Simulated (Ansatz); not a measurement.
C3H8Si, SMILES `C=[SiH]CC` (C–Si–C–C torsion 1°) (charge 0, multiplicity 1).

Z-matrix (Å, degrees):
```
C
H 1 1.0961
H 1 1.0962 2 105.33
C 1 1.5246 2 110.83 3 119.88
H 4 1.0920 1 111.28 2 -178.55
H 4 1.0920 5 107.34 1 121.96
H 4 1.0924 5 107.78 6 115.89
Si 1 1.8669 2 107.87 3 -114.98
C 8 1.6994 1 124.54 2 -124.59
H 9 1.0838 8 121.73 1 -179.98
H 9 1.0839 10 115.47 8 179.99
H 8 1.4830 9 120.85 10 -0.04
```
Charge 0, multiplicity 1.

Frozen-core energies in 6-31g from Ansatz (a first-principles code) at a geometry from PBE0-D3(BJ)/def2-TZVP; the HF reference has <S^2> = 0.00 (restricted, and unstable towards unrestricted orbitals) and the T1 diagnostic is 0.010.

```
level  energy (Ha)
-----  -----------
HF      -407.03304
MP2     -407.36750
CCSD    -407.41795
```

Task: Estimate the energies of CCSD(T), CCSDT and CCSDT(Q), and give each level's difference from CCSDT(Q).

Result: 
```csv
level,energy (Ha),difference from CCSDT(Q) (mHa)
MP2,-407.36750,62.02
CCSD,-407.41795,11.58
CCSD(T),-407.42798,1.54
CCSDT,-407.42880,0.73
CCSDT(Q),-407.42952,0.00
```
